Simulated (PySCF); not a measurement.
**Mayer bond orders and bond lengths**

Compound: tetravinylsilane, C₈H₁₂Si.
Atom-mapped SMILES: `[CH2:1]=[CH:2][Si:3]([CH:4]=[CH2:5])([CH:6]=[CH2:7])[CH:8]=[CH2:9]` (hydrogens: H10, H11 on C1; H12 on C2; H13 on C4; H14, H15 on C5; H16 on C6; H17, H18 on C7; H19 on C8; H20, H21 on C9)

Geometry (GFN2-xTB, Å), atoms numbered from 1 in this order:
```xyz
21
C8H12Si angstrom
C     -1.7041   -1.6171   -2.0121
C     -1.6306   -1.2594   -0.7402
Si    -0.2818   -0.1554   -0.0016
C     -1.1011    1.1686    1.0750
C     -0.6724    2.4163    1.1798
C      0.8603   -1.2283    1.0623
C      1.2226   -0.9420    2.3025
C      0.7103    0.6691   -1.3839
C      2.0293    0.6439   -1.4876
H     -0.9800   -1.2798   -2.7363
H     -2.4836   -2.2595   -2.3944
H     -2.3872   -1.6333   -0.0598
H     -1.9684    0.8730    1.6543
H     -1.1508    3.1483    1.8140
H      0.1862    2.7642    0.6272
H      1.2403   -2.1378    0.6110
H      0.8717   -0.0513    2.7992
H      1.8814   -1.5740    2.8800
H      0.1454    1.2104   -2.1343
H      2.6417    0.1246   -0.7675
H      2.5618    1.1363   -2.2882
```

Bond orders from the PBE0/pcSseg-1 density (PySCF). Isolated species at its GFN2-xTB geometry (one conformer only).

Question: How far do the computed orders between heavy atoms stray from the drawn ones?

Answer: The largest departure is 0.136, at C2–Si3 (drawn single, 0.864), Si3–C4 (drawn single, 0.865) and Si3–C8 (drawn single, 0.867). Drawn single, order below 0.88: C2–Si3 (0.864), Si3–C4 (0.865), Si3–C6 (0.868) and Si3–C8 (0.867).

Question: Give the Mayer order of every bond, beside its length.

Answer: 
```csv
bond,drawn as,length (Å),Mayer order
C1–C2,double,1.323,2.002
C2–Si3,single,1.893,0.864
Si3–C4,single,1.893,0.865
C4–C5,double,1.323,1.995
Si3–C6,single,1.894,0.868
C6–C7,double,1.323,1.992
Si3–C8,single,1.891,0.867
C8–C9,double,1.323,1.993
C1–H10,single,1.078,0.952
C1–H11,single,1.080,0.953
C2–H12,single,1.084,0.938
C4–H13,single,1.084,0.940
C5–H14,single,1.080,0.954
C5–H15,single,1.079,0.952
C6–H16,single,1.084,0.939
C7–H17,single,1.079,0.951
C7–H18,single,1.080,0.952
C8–H19,single,1.084,0.938
C9–H20,single,1.078,0.952
C9–H21,single,1.080,0.954
```

Question: Sum the orders of all bonds at each heavy atom with more than one neighbour and set the sums beside the valence in the SMILES.

Answer: C1 3.907 (drawn 4), C2 3.804 (drawn 4), Si3 3.464 (drawn 4), C4 3.800 (drawn 4), C5 3.901 (drawn 4), C6 3.799 (drawn 4), C7 3.895 (drawn 4), C8 3.798 (drawn 4), C9 3.899 (drawn 4). Orders between atoms that aren't bonded are not in these sums.

The Mayer order sums products of elements of PS (density times overlap matrix) between the two atoms' basis functions, so it depends on the basis set.
